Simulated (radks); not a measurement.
Valence configurations of La+ (all share [Xe]). All-electron calculation, Dirac Kohn-Sham, PBE, spin-unpolarised, spherical densities, finite nucleus; open shells fill j = l - 1/2 first; Fermi nuclear charge, rms radius 4.855 fm. Program: a radial shooting solver on a logarithmic mesh with Libxc functionals. Energies are relative to 5d2; eigenvalues in eV.

valence	E (eV)	e(4f5/2)	e(5d3/2)	e(6p1/2)	e(6s1/2)
5d1.5 6s0.5	-0.046	-	-7.897	-	-7.868
5d2	0.000	-	-7.222	-	-
5d1 6s1	0.030	-	-8.603	-	-8.324
4f1 6s1	0.334	-5.361	-	-	-7.799
6s2	0.573	-	-	-	-9.251
4f1 5d1	0.944	-3.674	-6.190	-	-
5d1.5 6p0.5	1.277	-	-8.269	-5.482	-
5d1 6p1	2.788	-	-9.328	-6.067	-
6s1 6p1	3.551	-	-	-6.731	-9.723
6p2	6.556	-	-	-7.133	-

NIST lists [Xe] 5d2 as the ground configuration; this level of theory puts 5d1.5 6s0.5 lower, by 0.046 eV. The energies are those of spherical spin-averaged densities, not of single terms.
